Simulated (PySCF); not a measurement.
C₄H₉KO, triplet, geometry from GFN2-xTB of the parent state (such geometries of metal compounds can be far from the true shape) (a higher spin typed on purpose: for a closed-shell molecule this is an excited state); BLYP/3-21G run with PySCF.

Input for PySCF:
```python
from pyscf import gto, scf, dft

mol = gto.M(
    atom='''
K     1.421510    1.484991    0.735723
O    -0.312616    0.241030    0.766448
C    -0.616129   -0.600759   -0.248753
C     0.484044   -1.664851   -0.477299
C    -1.930818   -1.353731    0.085440
C    -0.835642    0.147465   -1.585497
H     0.195662   -2.369929   -1.252706
H     0.651502   -2.206419    0.450486
H     1.419720   -1.176156   -0.772860
H    -1.795003   -1.903156    1.011777
H    -2.205607   -2.040633   -0.710671
H    -2.724089   -0.627248    0.231583
H     0.090924    0.648671   -1.888708
H    -1.609560    0.898684   -1.448227
H    -1.140037   -0.535621   -2.374351
''',
    basis='3-21g',
    charge=0,
    spin=2,
    verbose=4,
)

mf = dft.ROKS(mol)
mf.xc = 'blyp'
mf.kernel()
```

Output, abridged:

```
PySCF version 2.14.0

[INPUT] verbose = 4
[INPUT] num. atoms = 15
[INPUT] num. electrons = 60
[INPUT] charge = 0
[INPUT] spin (= nelec alpha-beta = 2S) = 2
[INPUT] symmetry False subgroup None
[INPUT] Mole.unit = angstrom
[INPUT] Symbol           X                Y                Z      unit          X                Y                Z       unit  Magmom
[...]
nuclear repulsion = 317.443452871537
number of shells = 52
number of NR pGTOs = 141
number of NR cGTOs = 80
basis = 3-21g
ecp = {}

******** <class 'pyscf.dft.roks.ROKS'> ********
method = ROKS
initial guess = minao
damping factor = 0
level_shift factor = 0
DIIS = <class 'pyscf.scf.diis.CDIIS'>
diis_start_cycle = 1
diis_space = 8
diis_damp = 0
SCF conv_tol = 1e-09
SCF conv_tol_grad = None
SCF max_cycles = 50
direct_scf = True
direct_scf_tol = 1e-13
num. doubly occ = 29  num. singly occ = 2
XC library pyscf.dft.libxc version 7.1.2
    S. Lehtola, C. Steigemann, M. J. T. Oliveira, and M. A. L. Marques,  SoftwareX 7, 1–5 (2018)
XC functionals = blyp
    A. D. Becke,  Phys. Rev. A 38, 3098 (1988)
    C. Lee, W. Yang, and R. G. Parr,  Phys. Rev. B 37, 785 (1988)
    B. Miehlich, A. Savin, H. Stoll, and H. Preuss,  Chem. Phys. Lett. 157, 200 (1989)
radial grids:
    Treutler-Ahlrichs [JCP 102, 346 (1995); DOI:10.1063/1.469408] (M4) radial grids

becke partition: Becke, JCP 88, 2547 (1988); DOI:10.1063/1.454033
pruning grids: <function nwchem_prune>
grids dens level: 3
symmetrized grids: False
atomic radii adjust function: <function treutler_atomic_radii_adjust>
small_rho_cutoff = 0
Set gradient conv threshold to 3.16228e-05
tot grids = 178872
init E= -828.28189723977
[...]
cycle= 1 E= -828.291220486492  delta_E= -0.00932  |g|= 0.842  |ddm|= 2.45
[...]
cycle= 2 E= -825.413191428964  delta_E= 2.88  |g|= 2.68  |ddm|= 4.34

WARN: HOMO 0.1800944138665 >= LUMO -0.0566788454087508

cycle= 3 E= -828.008063932681  delta_E= -2.59  |g|= 0.696  |ddm|= 11.4

WARN: HOMO -0.0166924640589436 >= LUMO -0.228184147213797

cycle= 4 E= -828.050278064988  delta_E= -0.0422  |g|= 0.645  |ddm|=   11
[...]
cycle= 5 E= -828.443938706535  delta_E= -0.394  |g|= 0.273  |ddm|= 2.41
[...]
cycle= 6 E= -828.456696166175  delta_E= -0.0128  |g|= 0.224  |ddm|= 1.19
[...]
cycle= 7 E= -828.463347610042  delta_E= -0.00665  |g|= 0.148  |ddm|= 1.19
[...]
cycle= 8 E= -828.472011911362  delta_E= -0.00866  |g|= 0.0955  |ddm|= 1.19
[...]
cycle= 9 E= -828.466770042064  delta_E= 0.00524  |g|= 0.101  |ddm|= 1.19
[...]
cycle= 10 E= -828.474585330011  delta_E= -0.00782  |g|= 0.0486  |ddm|=  1.2
[...]
cycle= 11 E= -828.467457994146  delta_E= 0.00713  |g|= 0.0898  |ddm|= 1.19
[...]
cycle= 12 E= -828.46733016699  delta_E= 0.000128  |g|= 0.0889  |ddm|= 0.166
[...]
cycle= 13 E= -828.467215822754  delta_E= 0.000114  |g|= 0.0916  |ddm|= 0.0138
[...]
cycle= 14 E= -828.467307388203  delta_E= -9.16e-05  |g|= 0.0903  |ddm|= 0.0358
[...]
cycle= 15 E= -828.469710603883  delta_E= -0.0024  |g|= 0.0701  |ddm|= 0.627
[...]
cycle= 16 E= -828.472424375537  delta_E= -0.00271  |g|= 0.064  |ddm|= 1.19
[...]
cycle= 17 E= -828.473975230658  delta_E= -0.00155  |g|= 0.0487  |ddm|= 0.255
[...]
cycle= 18 E= -828.474816330348  delta_E= -0.000841  |g|= 0.0437  |ddm|= 0.332
[...]
cycle= 19 E= -828.474616178179  delta_E= 0.0002  |g|= 0.0444  |ddm|= 0.13
[...]
cycle= 20 E= -828.474827076646  delta_E= -0.000211  |g|= 0.042  |ddm|= 0.443
[...]
cycle= 21 E= -828.468208686366  delta_E= 0.00662  |g|= 0.0817  |ddm|=  1.1
[...]
cycle= 22 E= -828.467678381241  delta_E= 0.00053  |g|= 0.0856  |ddm|= 0.142
[...]
cycle= 23 E= -828.467462765958  delta_E= 0.000216  |g|= 0.0884  |ddm|= 0.0584
[...]
cycle= 24 E= -828.46754050255  delta_E= -7.77e-05  |g|= 0.0875  |ddm|= 0.01
[...]
cycle= 25 E= -828.468093136782  delta_E= -0.000553  |g|= 0.0797  |ddm|= 0.311
[...]
cycle= 26 E= -828.474318234216  delta_E= -0.00623  |g|= 0.0556  |ddm|= 1.15
[...]
cycle= 27 E= -828.473141342215  delta_E= 0.00118  |g|= 0.053  |ddm|= 0.495
[...]
cycle= 28 E= -828.470185264131  delta_E= 0.00296  |g|= 0.0678  |ddm|= 0.517
[...]
cycle= 29 E= -828.474071496302  delta_E= -0.00389  |g|= 0.0612  |ddm|= 0.926
[...]
cycle= 30 E= -828.472496938516  delta_E= 0.00157  |g|= 0.0536  |ddm|= 0.88
[...]
cycle= 31 E= -828.471208587373  delta_E= 0.00129  |g|= 0.0648  |ddm|=  1.2
[...]
cycle= 32 E= -828.466932398192  delta_E= 0.00428  |g|= 0.0975  |ddm|= 0.672
[...]
cycle= 33 E= -828.467891360206  delta_E= -0.000959  |g|= 0.0819  |ddm|= 0.221
[...]
cycle= 34 E= -828.473957622099  delta_E= -0.00607  |g|= 0.0636  |ddm|= 1.18
[...]
cycle= 35 E= -828.472983502028  delta_E= 0.000974  |g|= 0.0813  |ddm|= 0.126
[...]
cycle= 36 E= -828.472035601471  delta_E= 0.000948  |g|= 0.0686  |ddm|= 0.681
[...]
cycle= 37 E= -828.467167763094  delta_E= 0.00487  |g|=  0.1  |ddm|= 0.684
[...]
cycle= 38 E= -828.469616263016  delta_E= -0.00245  |g|= 0.0869  |ddm|= 0.412
[...]
cycle= 39 E= -828.468140719541  delta_E= 0.00148  |g|= 0.0888  |ddm|= 0.353
[...]
cycle= 40 E= -828.473087507734  delta_E= -0.00495  |g|= 0.0741  |ddm|= 1.19
[...]
cycle= 41 E= -828.46630179492  delta_E= 0.00679  |g|= 0.114  |ddm|= 0.925
[...]
cycle= 42 E= -828.468115483333  delta_E= -0.00181  |g|= 0.0999  |ddm|= 0.184
[...]
cycle= 43 E= -828.473460955841  delta_E= -0.00535  |g|= 0.0697  |ddm|= 0.811
[...]
cycle= 44 E= -828.473671433303  delta_E= -0.00021  |g|= 0.0708  |ddm|= 0.187
[...]
cycle= 45 E= -828.469313764703  delta_E= 0.00436  |g|= 0.124  |ddm|= 0.258
[...]
cycle= 46 E= -828.465237610272  delta_E= 0.00408  |g|= 0.158  |ddm|= 0.0851
[...]
cycle= 47 E= -828.463661478211  delta_E= 0.00158  |g|= 0.137  |ddm|= 1.19
[...]
cycle= 48 E= -828.463087437661  delta_E= 0.000574  |g|= 0.143  |ddm|= 0.0385
[...]
cycle= 49 E= -828.461574255972  delta_E= 0.00151  |g|= 0.157  |ddm|= 0.0482
[...]
cycle= 50 E= -828.460574594343  delta_E= 0.001  |g|= 0.166  |ddm|= 0.0156
SCF not converged.
SCF energy = -828.460574594343
```

The run did not converge; its last values are not results.
